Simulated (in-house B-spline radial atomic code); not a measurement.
How numerical settings move a run on Sb³⁺, [Kr] 4d10 5s2. Computed with an all-electron radial atomic-structure program (B-spline basis): scalar-relativistic (X2C) B97-1, spin-polarised, spherical fractional occupations, Fermi nucleus of rms radius 4.6802 fm.

Command:
```bash
python run_scf.py task.json out
```
Settings of the sound reference run:
```
Z                51
electrons        48
configuration    [Kr] 4d10 5s2
hamiltonian      x2c
method           b97_1
spin_polarised   True
nucleus          fermi
rms_radius       4.6802
mass_number      121
atomic_mass      120.9038
speed_of_light   137.036
knot_spacing     0.22
spline_order     8
gauss_points     12
box_radius       16.22
max_iterations   70
damping          0.5
damped_steps     3
diis_vectors     10
tolerance        1e-08
start            Thomas-Fermi
```

Run time, properties included: 0.6 s on 1 thread of Arm Neoverse N1 (shared host).

It converges in 10 iterations to -6478.777137 hartree, with 5s up at -39.6697 eV. The other runs change the listed settings, some to values that make no sense; their results aren't properties of the atom or ion. Radii are in bohr (the nuclear one in fm), a minus after a letter asks for a j subshell, and «unchanged» means within 1e-8 hartree. The run stops when the residual is below 10 × tolerance × max(1, Z/10), or a noise floor if that is larger, and the energy moves by less than 1e-8 × √|E| hartree; so very loose and very tight tolerances often act alike.

| changed settings | outcome |
| --- | --- |
| knot_spacing = 0.55 | converged in 10 iterations, energy +3.32e-01 hartree from the reference, 5s up level +2.3e-02 eV |
| electrons = 49, configuration = [Kr] 4d10 5s2 3f1, max_iterations = 60 | stopped with error: there is no 3f shell |
| damping = 0.8 | converged in 10 iterations, energy unchanged, 5s up level -5.9e-06 eV |
| knot_spacing = 2 | converged in 10 iterations, energy +2.03e+02 hartree from the reference, 5s up level +3.0e+00 eV (the program warns: 5s up reaches the box edge; 2s up reaches the box edge) |
| knot_spacing = 1.4 | converged in 9 iterations, energy +4.80e+01 hartree from the reference, 5s up level +2.1e+00 eV (the program warns: 5s up reaches the box edge; 2s up reaches the box edge) |
| spline_order = 10, max_iterations = 2 | not converged after 2 iterations, last residual 4.9e-01, last energy +6.13e+00 hartree from the reference |
| damped_steps = 0 | converged in 8 iterations, energy unchanged, 5s up level -2.6e-06 eV |
| knot_spacing = 1, box_radius = 64.88, max_iterations = 60, tolerance = 1e-10 | converged in 10 iterations, energy +7.65e+01 hartree from the reference, 5s up level +4.4e-01 eV |
| gauss_points = 3, max_iterations = 100, tolerance = 0.0001 | not converged after 100 iterations, last residual 3.6e+03, last energy +2.38e+05 hartree from the reference |
| knot_spacing = 0.75 | converged in 10 iterations, energy +8.09e+00 hartree from the reference, 5s up level +1.1e+00 eV (the program warns: 5s up reaches the box edge; 3s up reaches the box edge) |
| spline_order = 3, first_knot = 0.00196, max_iterations = 100, start = bare nucleus | converged in 11 iterations, energy +3.99e-01 hartree from the reference, 5s up level +2.4e-02 eV |
| knot_spacing = 0.15 | converged in 10 iterations, energy -4.64e-05 hartree from the reference, 5s up level +2.9e-07 eV |
| hamiltonian = dirac, method = hf | stopped with error: spin polarisation is not served with the Dirac Hamiltonian |
| damped_steps = 8 | converged in 13 iterations, energy unchanged, 5s up level +5.3e-07 eV |
| damping = 0.2 | converged in 10 iterations, energy unchanged, 5s up level +2.0e-06 eV |
| electrons = 49, configuration = [Kr] 4d10 5s3, max_iterations = 60 | stopped with error: shell 5s holds at most 1 electrons (per spin) |

Task: What happens with damped_steps = 1?

Result: Converged in 9 iterations, energy unchanged, 5s up level +9.0e-07 eV.

Task: What happens with damping = 0?

Result: Converged in 11 iterations, energy unchanged, 5s up level +6.0e-07 eV.

Task: What happens with knot_spacing = 0.3?

Result: Converged in 10 iterations, energy +1.00e-04 hartree from the reference, 5s up level -7.6e-05 eV.

Task: What happens with gauss_points = 5, box_radius = 3.24, max_iterations = 5, damping = 0.95?

Result: Not converged after 5 iterations, last residual 2.7e-01, last energy +2.71e+00 hartree from the reference.
